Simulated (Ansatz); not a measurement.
Pt, triplet (core potentials on Pt); R2SCAN/def2-SVPD run with Ansatz (a program for electronic structure).

Ansatz was given this input:
Ansatz 0.2 input:
```yaml
crystal:
  periodic: [false, false, false]
  atoms:
    - {symbol: Pt, position_ang: [0.00000000, 0.00000000, 0.00000000]}
basis:
  gaussian:
    orbitals: def2-SVPD
hamiltonian:
  xc: r2scan
magnetization: {spin_polarized: true, initial_magnetization: 2}
```

Q: Write the output that Ansatz gives for this input, abridged.

A: 
```
Functional definition: r2SCAN
323 factors; their error is unknown
mean field evaluation 1: about -3245.3324 eV, gradient 1.4e1 eV
mean field evaluation 2: about -3241.2760 eV, gradient 3.2e1 eV
mean field evaluation 4: about -3246.3749 eV, gradient 6.9e-1 eV
mean field evaluation 8: about -3246.3601 eV, gradient 1.2e-1 eV
mean field evaluation 16: about -3246.3604 eV, gradient 1.0e-2 eV
mean field evaluation 32: about -3246.3604 eV, gradient 3.5e-5 eV
mean field evaluation 64: about -3246.3604 eV, gradient 2.7e-5 eV
mean field evaluation 96: about -3246.3511 eV, gradient 7.2e-2 eV
mean field evaluation 128: about -3246.3604 eV, gradient 1.5e-6 eV
mean field evaluation 160: about -3246.3400 eV, gradient 1.6e-1 eV
mean field evaluation 192: about -3245.6037 eV, gradient 1.1e0 eV
mean field evaluation 224: about -3246.3460 eV, gradient 4.7e-4 eV
mean field -3246.36044341 eV, -119.3015458332 hartree, gradient 2.2e-6 eV, S^2 2.001437; 11 other end points of the search recorded, 0 dependent functions left out
reference -3246.36045743 eV, -119.3015463483 hartree; 10, 8 occupied and 25, 27 virtual orbitals, 323 factors
Total energy: -3246.36045743 eV, -119.3015463483 hartree
```
